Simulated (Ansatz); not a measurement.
`[SiH3]P[NH][GaH2]` + `B[SiH2]F` → `F[SiH2]P[SiH3]` + `B[NH][GaH2]` at 298.15 K and 1 bar (redistribution).

Computed with Ansatz on PBE0-D4/def2-TZVP structures; ΔE is electronic, products minus reactants. CBS: MP2 limit from def2 TZ/QZ plus the TZ coupled-cluster correction, frozen cores. For Ga outer-core shells are correlated without core-valence functions, which leaves a few kJ/mol of doubt a bond. Scalar relativity is left out up to krypton. Each species was taken in one conformer, which may not be the lowest.

| species | CCSD(T)/CBS energy (Eh) | H − E (kJ/mol) | S (J/(mol·K)) |
| --- | --- | --- | --- |
| `[SiH3]P[NH][GaH2]` | -2612.87095 | 192.9 | 374.3 |
| `B[SiH2]F` | -416.08532 | 118.3 | 289.1 |
| `F[SiH2]P[SiH3]` | -1022.56126 | 166.6 | 366.0 |
| `B[NH][GaH2]` | -2006.47671 | 151.2 | 298.6 |

H − E and S are ideal-gas, rigid-rotor, harmonic terms from PBE0-D4/def2-TZVP, for one conformer and one mirror image of each species. 1 Eh = 2625.50 kJ/mol, R = 8.31446 J/(mol·K).

Q: By hand: ΔE, ΔH, ΔS and ΔG.

A: ΔE = (-1022.56126) + (-2006.47671) − (-2612.87095) − (-416.08532) = -0.08170 Eh = -214.5 kJ/mol. Δ(H − E) = 166.6 + 151.2 − 192.9 − 118.3 = 6.6, so ΔH = -207.9 kJ/mol. ΔS = 366.0 + 298.6 − 374.3 − 289.1 = 1.2 J/(mol·K). ΔG = -207.9 − 298.15 × (1.2)/1000 = -208.3 kJ/mol.

Q: By hand: the equilibrium constant, and the temperature at which ΔG would vanish if ΔH and ΔS stayed fixed.

A: log₁₀ K = −ΔG/(RT ln 10) = 36.5. ΔH and −TΔS have one sign here, so there is no such temperature. One of them is within its doubt of zero, so this could turn.

The number of gas molecules stays the same, so ΔS is small and ΔH decides. A doubt of 5 kJ/mol in ΔE shifts log₁₀ K by 0.9 here. Other conformers and mirror images would add mixing entropy, several J/(mol·K) or more a flexible species. Modes under 60 cm⁻¹, often nearly free rotors, make the harmonic entropy too high. These are equilibria of isolated gas molecules and say nothing of rates. Largest T1 diagnostic: 0.015 (customary marks: 0.02 for closed shells, 0.045 for open ones).
